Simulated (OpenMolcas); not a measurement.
# 5s² 5p² along the 50-electron sequence

```json
{"Program": "OpenMolcas", "Method": "MS-RASPT2, IPEA 0.25 Eh, imaginary shift 0.1 Eh", "Basis": "ANO-R3", "Scalar Hamiltonian": "X2C, finite nucleus", "Spin-orbit coupling": "RASSI with atomic mean-field integrals over the reference wave functions, term energies averaged over their components"}
```

Active space for each ion: 2 electrons in 9 orbitals (RAS2 5p; RAS3 5d 6s, at most 1 electron); closed shells correlated by CASPT2: 4d 5s.

Computed levels in cm-1 above ³P₀:

```tsv
Level	Sb+	Te2+	Xe4+
³P₁	2530	3950	7740
³P₂	4990	7170	12390
¹D₂	12130	15950	25650
¹S₀	26500	32370	45180
weight of ³P in the lowest level (%)	97	95	92
```

Mixed levels, with the weight of the term that names them: Xe4+ ³P₂ (71 %), Xe4+ ¹D₂ (71 %).

Measured, with the error of the calculation in %. Measured levels: Sb+ from NIST Handbook of Basic Atomic Spectroscopic Data; Te2+ from the list in Zhang, Palmeri, Quinet and Biemont, Astron. Astrophys. 551, A136 (2013).

| Level | Sb+ | Te2+ |
| --- | --- | --- |
| ³P₁ | 3055 (-17.3) | 4757 (-16.9) |
| ³P₂ | 5658 (-11.7) | 8167 (-12.2) |
| ¹D₂ | 12790 (-5.2) | 17360 (-8.1) |
| ¹S₀ | 23906 (+10.9) | 30398 (+6.5) |

The fine-structure level ³P₂ changes by a factor of 2.48 from Sb+ to Xe4+. Its fourth root runs 8.40, 9.20, 10.55, with steps per unit of Z of 0.80, 0.67; equal steps would mean a (Z - σ)^4 law with constant σ.

¹D₂ changes by a factor of 2.11 over the same range, with steps per unit of Z of +3820, +4850 cm-1.

CASPT2 breaks the degeneracy within a term, and the mean is taken; among the terms shown or strongly mixed into the levels shown the widest spread is 120 cm-1 (5s² 5p² ¹D, Xe4+). Over all roots computed the reference weight is 0.83 to 0.91 in Sb+, 0.83 to 0.92 in Te2+, 0.82 to 0.93 in Xe4+; the roots of lowest weight are the least certain, and an intruder state may touch them. With the s shell closed, the reference lacks s² → p² mixing. Some terms miss by over 15 % even with CASPT2, which points to a basis or an active space too small for the shells correlated (holds for Sb+; Te2+). Computed and measured levels are paired by configuration, term and J; levels that our copy of the source lacks, or whose pairing is in doubt (as where it misses far off the trend of its configuration), stay unpaired and out of the deviations. Levels of configurations outside the active space are missing.
